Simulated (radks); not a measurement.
The rhodium ion Rh4.25+, configuration [Kr] 4d(up 2.5, down 2.25) (fractional occupations, a model configuration). All-electron calculation, scalar-relativistic Kohn-Sham, BLYP, spin-polarised, spherical densities, finite nucleus; Fermi nuclear charge, rms radius 4.4945 fm. Program: a radial shooting solver on a logarithmic mesh with Libxc functionals.

Unscreened Slater integrals over Kohn-Sham orbitals (cm^-1). They are taken over the spin-up orbitals.

F0(4d,4d): 152760
F2(4d,4d): 77680
F4(4d,4d): 51325
F0(4d,4p): 167690
F2(4d,4p): 84294
G1(4d,4p): 106350
G3(4d,4p): 65470
F0(4d,4s): 172880
G2(4d,4s): 78855
F0(4p,4p): 188270
F2(4p,4p): 99191
F0(4p,4s): 195830
G1(4p,4s): 133260
F0(4s,4s): 204550

Derived for the open shells (J is the average intra-shell exchange parameter used in DFT+U). 4d: Racah B = F2/49 - 5 F4/441 = 1003 cm^-1, C = 35 F4/441 = 4073 cm^-1, C/B = 4.06, F4/F2 = 0.661, J = (F2 + F4)/14 = 9215 cm^-1.
